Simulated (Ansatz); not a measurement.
Geometry optimisation, RKS BLYP-D4/def2-SVP (Ansatz 0.2.0).

Input file:

```yaml
crystal:
  periodic: [false, false, false]
  atoms:
    - { symbol: W, position_ang: [0.238066, -0.156496, -0.103311] }
    - { symbol: F, position_ang: [0.184868, 0.000263, 1.763487] }
    - { symbol: O, position_ang: [2.049085, -0.866826, 0.05839] }
    - { symbol: H, position_ang: [2.395237, -1.745033, 0.307587] }
    - { symbol: H, position_ang: [-0.777411, 1.242519, 0.072296] }
    - { symbol: H, position_ang: [-1.486548, -0.169761, -0.027986] }
    - { symbol: H, position_ang: [-0.435509, -1.696587, -0.34647] }
    - { symbol: O, position_ang: [0.314608, 0.391261, -1.884147] }
    - { symbol: H, position_ang: [-0.04575, 1.135445, -2.405452] }
    - { symbol: Br, position_ang: [2.062483, 2.791492, 1.375171] }
    - { symbol: H, position_ang: [1.272869, 1.775923, 2.163733] }
basis:
  gaussian: { orbitals: def2-SVP }
hamiltonian:
  xc: blyp
  dispersion: d4
relax:
  f_tol: 0.03
  max_steps: 50
```

Command:

```bash
$ ansatz run input.yaml --threads 4 --pin off --max-ram 5120MiB --backend cpu --events-out ev --progress --plain --runs-dir out
```

Task: Where does it end, and by what steps?

Result: It converged. The force dipped under the threshold on the way, but the program's further checks kept it going. After 18 steps the energy has fallen by 0.064 eV; Br10 moved furthest, 0.41 Å.

```csv
step,energy less start (eV),largest force component (eV/Å),accepted
0,0.0000,0.857,yes
1,-0.0502,0.187,yes
2,-0.0509,0.104,yes
3,-0.0541,0.035,yes
4,-0.0549,0.018,yes
5,-0.0563,0.146,yes
6,-0.0577,0.090,yes
7,-0.0583,0.112,yes
8,-0.0604,0.042,yes
9,-0.0618,0.103,yes
10,-0.0626,0.088,yes
11,-0.0631,0.077,yes
12,-0.0634,0.084,yes
13,-0.0636,0.054,yes
14,-0.0638,0.034,yes
15,-0.0640,0.044,yes
16,-0.0639,0.077,no
17,-0.0642,0.037,yes
18,-0.0643,0.025,yes
```

```xyz
11
Properties=species:S:1:pos:R:3
W 0.251 -0.141 -0.040
F 0.067 -0.110 1.842
O 2.062 -0.870 0.148
H 2.323 -1.806 0.229
H -0.836 1.213 0.138
H -1.472 -0.213 -0.109
H -0.327 -1.698 -0.399
O 0.397 0.498 -1.790
H -0.014 1.238 -2.275
Br 1.984 2.572 1.032
H 1.337 2.018 2.196
```

Whether the end is a true minimum wasn't checked by a vibrational analysis.

The run took 65 s on 4 threads of Intel(R) Xeon(R) Platinum 8259CL CPU @ 2.50GHz (Skylake/Cascade Lake), with other jobs on the host, peak memory 0.23 GiB.
